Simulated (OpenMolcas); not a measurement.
d1 ions of charge +4 down a group with 4 fluoride ligands in tetrahedral coordination

- Program: OpenMolcas
- Method: CASSCF
- Spin-orbit coupling: state interaction with AMFI integrals over the reference wave functions

The d shell is active. Anionic complexes are neutralised by point charges behind the ligands. Distances were set from a Shannon-type radius of the metal (high-spin where two are listed) plus a fixed donor radius (F 1.31 Å). Ligand basis ANO-RCC-VDZP, DKH2 Hamiltonian. States (labels of Td). Energies in cm-1 above the lowest state or level, χT in cm3 K/mol; 10Dq is the gap between the two states; 10Dq is negative for this site. Spin-only χT is S(S+1) / 2 for the spin of the ground state.

```
 Ion  Shell  R (Å)   Metal basis  Ground state  First state of that spin    10Dq  First gap with spin-orbit (degeneracies)  χT at 300 K  Spin-only χT
 V4+    3d1   1.76  ANO-RCC-VTZP            2E                 2T2 10676  -10676                              10625 (4, 4)        0.373         0.375
Nb4+    4d1   1.86  ANO-RCC-VTZP            2E                 2T2 14125  -14125                              14085 (4, 4)        0.343         0.375
```

|10Dq| changes by a factor of 14125 / 10676 = 1.32 from V4+ to Nb4+.

χT departs most from the spin-only value for Nb4+, by -0.032 cm3 K/mol.

An orbital doublet at a regular site is open to a Jahn-Teller distortion, which this geometry leaves out. Ligand-to-metal charge-transfer states are missing. The least metal-like active orbital is 82 % on the metal (Löwdin) and no ligand orbital is active, so the numbers are rough (holds for V4+). With metal d orbitals alone and no dynamic correlation the field as a rule comes out too small, by tens of per cent, by up to half for chloride and softer ligands (holds for V4+). The least metal-like active orbital is 73 % on the metal (Löwdin) and no ligand orbital is active, so the numbers are rough (holds for Nb4+). With metal d orbitals alone the field can be off either way by tens of per cent (holds for Nb4+). No measured value stands beside these numbers; the geometry is a model, was not optimised and need not be the one that this ion takes.
